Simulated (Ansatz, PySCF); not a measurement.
Si(Cl)2 anion (Cl₂Si), SMILES Cl[Si]Cl (connectivity only; charge and spin as stated), charge -1, multiplicity 2. Atoms are numbered in the order given.

```xyz
3

Si     0.0000     0.0000     1.0509
Cl     0.0000    -1.7030    -0.4243
Cl     0.0000     1.7030    -0.4243
```
Charge -1, spin multiplicity 2.

The structure is a stationary point at PBE0-D3(BJ)/def2-SVPD. The multiplicity is an assumed one; other spin states were not compared. The isomer is the one that the SMILES or the coordinates give; other isomers of the formula were not compared.

Two levels are set side by side: PBE-D3(BJ)/def2-SVPD (Ansatz, a quantum-chemistry and plane-wave program) and PBE0-D3(BJ)/def2-SVPD (PySCF). Each level has its own optimised geometry; the coordinates shown are those of the second. Frequencies come from the Hessian of PySCF at each geometry. Differences are taken from unrounded values.

```csv
quantity,PBE0-D3(BJ),PBE-D3(BJ),PBE-D3(BJ) minus PBE0-D3(BJ)
mean bond length (Å),2.253,2.276,0.023
bond Si1–Cl2 (Å),2.253,2.276,0.023
bond Si1–Cl3 (Å),2.253,2.276,0.023
highest harmonic wavenumber (cm⁻¹),394,375,-18
mean harmonic wavenumber (cm⁻¹),299,283,-15
zero-point energy (kcal/mol),1.28,1.21,-0.07
```

Exact exchange shortens and stiffens bonds; PBE has none. Differences between two approximate levels are no errors against the true value.
